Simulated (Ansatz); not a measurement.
Cartesian coordinates in Å:
```
N -0.600 -1.200 0.701
In 0.615 0.235 0.015
O -0.513 1.567 -0.941
H -1.517 -1.276 0.288
H -0.243 -2.113 0.933
H 2.285 0.452 0.254
H -0.027 2.334 -1.249
```

Charge 0, multiplicity 1. In: def2 effective core potential.

(1) List the r2SCAN/def2-TZVPP orbital energies in eV (Ansatz). (Estimate.)

Answers

(1) Ansatz gave: Occupied: -514.81, -384.66, -125.29, -82.03, -81.73, -81.70, -24.75, -21.68, -19.31, -19.16, -19.14, -19.00, -18.80, -11.89, -11.56, -10.00, -8.44, -7.17, -6.95, -6.03. Lowest empty: -1.23, -0.99, 0.08, 1.95, 2.05, 2.49, 3.07, 3.65.
